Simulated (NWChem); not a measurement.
# BrSi (+1) in NWChem

```xyz
2

Si     0.0000     0.0000     1.5138
Br     0.0000     0.0000    -0.6055
```
Charge +1, spin multiplicity 1.

All runs are NWChem calculations. The geometry was optimised at PBE0/def2-SVP, a minimum by its harmonic frequencies.

Symmetry labels belong to the abelian group C2v used in the runs, with the axes of the coordinates shown; states degenerate in a higher group split over its labels.

The Hamiltonian is non-relativistic. The spin multiplicity of the parent species was assumed, not shown to be that of its ground state. The structure started from a generated list of species.

### Question
List the lowest 3 singlet excitations that TD-PBE/def2-SVPD gives, with oscillator strengths.

### Answer
| state | symmetry | energy (eV) | wavelength (nm) | f |
|---|---|---|---|---|
| 1 | a2 | 4.50 | 276 | 0.000 |
| 2 | a2 | 4.67 | 265 | 0.000 |
| 3 | a1 | 4.67 | 265 | 0.000 |
